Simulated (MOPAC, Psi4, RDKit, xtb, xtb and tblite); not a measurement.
Two geometries of SMILES C=CCCOC (C5H10O), relaxed at GFN2-xTB with one dihedral held; other torsions can differ between them too.

Structure A

```
16

C     -2.2034     1.8087     0.8074
C     -1.6141     0.9471    -0.0007
C     -0.5360    -0.0073     0.4043
C      0.7118     0.0671    -0.5001
O      1.7640     0.8206     0.0532
C      1.5415     2.2092     0.0483
H     -1.9310     1.8879     1.8477
H     -2.9849     2.4677     0.4697
H     -1.9105     0.8870    -1.0408
H     -0.9412    -1.0212     0.3403
H     -0.2311     0.1676     1.4370
H      1.1369    -0.9318    -0.6284
H      0.4396     0.4617    -1.4906
H      1.3759     2.5779    -0.9720
H      2.4413     2.6660     0.4561
H      0.6803     2.4871     0.6641
```

Structure B

```
16

C     -2.1340     1.8214     0.8047
C     -1.6191     0.9060     0.0054
C     -0.5478    -0.0616     0.3947
C      0.7129     0.0673    -0.4938
O      1.8739     0.3940     0.2327
C      1.9387     1.7410     0.6297
H     -1.8107     1.9276     1.8278
H     -2.9052     2.4982     0.4785
H     -1.9642     0.8194    -1.0173
H     -0.9428    -1.0763     0.3058
H     -0.2588     0.0892     1.4358
H      0.9449    -0.8890    -0.9685
H      0.5430     0.8147    -1.2831
H      1.9269     2.4086    -0.2414
H      2.8787     1.8599     1.1648
H      1.1083     2.0157     1.2890
```

Which is lower in energy at the level wB97X-D/def2-TZVP // GFN2-xTB run with Psi4 1.11, and by how much?

A is lower, by 4.19 kJ/mol (dihedral C2–C3–C4–O5: 100° in A, 120° in B).

E(B) − E(A) in kJ/mol at the other levels, on the same two geometries: GFN2-xTB (xtb and tblite) 3.71; MMFF94 // GFN2-xTB (RDKit) 4.09; B3LYP/def2-TZVP // GFN2-xTB (Psi4) 3.03; B3LYP-D3(BJ)/def2-TZVP // GFN2-xTB (Psi4) 4.01; PBE/def2-TZVP // GFN2-xTB (Psi4) 3.41; PBE-D3(BJ)/def2-TZVP // GFN2-xTB (Psi4) 3.99; UFF // GFN2-xTB (RDKit) 3.60; AM1, restricted, heats of formation // GFN2-xTB (MOPAC) 1.18; PM3, restricted, heats of formation // GFN2-xTB (MOPAC) 2.16; GFN1-xTB // GFN2-xTB (xtb) 3.25.
